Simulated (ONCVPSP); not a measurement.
Plane-wave convergence, ONCV potential for tin

* Element: tin (Sn)
* Generator: ONCVPSP 4.0.1
* Type: optimised norm-conserving Vanderbilt (ONCV)
* Functional: PBEsol
* Relativity: fully relativistic
* Frozen core: [Kr]
* Valence charge: 14
* Reference configuration: 4d10 5s2 5p1.5 (charge +0.5)
* Partial waves: 5s: rc 2.15 bohr, ncon 5, nbas 8, qcut 2.7 1/bohr, 2 projectors, debl 1.4 Ha; 5p: rc 2.70 bohr, ncon 4, nbas 8, qcut 2.7 1/bohr, 2 projectors, debl 0.7 Ha; 4d: rc 1.60 bohr, ncon 3, nbas 7, qcut 9.3 1/bohr, 2 projectors, debl 0.8 Ha
* Local potential: polynomial inside 1.10 bohr (lpopt 3, dvloc0 0 Ha)
* Core correction: Teter function, fcfact 5.25, rcfact 1.8

Open shells are filled in proportion to 2j + 1.

In the d channel the program set the typed energies aside and used -1.071, 0.250 Ha (j = l + 1/2; the other j can differ).

For each optimised wave give the share of its norm inside rc, the residual kinetic energy above qcut (Ha) and the cutoffs (Ha) for errors of 10, 1, 0.1 and 0.01 mHa per electron.

| wave | norm inside rc | residual KE | 10 mHa | 1 mHa | 0.1 mHa | 0.01 mHa |
| --- | --- | --- | --- | --- | --- | --- |
| 5s | 0.452 | 1.7e-02 | 4.2 | 22.0 | 31.0 | 36.2 |
| s projector 2 | 0.099 | 2.7e-02 | 4.6 | 18.1 | 42.5 | 50.0 |
| 5p j=3/2 | 0.427 | 9.3e-04 | 1.2 | 3.5 | 22.2 | 28.3 |
| p projector 2 j=3/2 | 0.250 | 2.9e-03 | 1.9 | 4.5 | 13.4 | 26.5 |
| 5p j=1/2 | 0.470 | 8.1e-04 | 1.4 | 3.1 | 22.1 | 28.3 |
| p projector 2 j=1/2 | 0.246 | 2.3e-03 | 1.9 | 4.4 | 12.1 | 25.7 |
| 4d j=5/2 | 0.866 | 1.8e-06 | 26.9 | 32.5 | 37.0 | 40.4 |
| d projector 2 j=5/2 | 0.055 | 6.9e-07 | 22.0 | 29.1 | 34.7 | 39.0 |
| 4d j=3/2 | 0.874 | 2.0e-06 | 27.2 | 32.7 | 37.2 | 40.6 |
| d projector 2 j=3/2 | 0.054 | 7.8e-07 | 22.2 | 29.3 | 34.9 | 39.2 |

The occupied waves need 33 Ha and 37 Ha for 1 and 0.1 mHa. Note: ghosts flagged at negative energy: s at -72.8 eV; GHOST(+) flagged for p3/2 at 4.6 eV, p1/2 at 11.3 eV. A true bound ghost makes a file unfit for plane-wave use. Its largest configuration-test error is -490 meV.
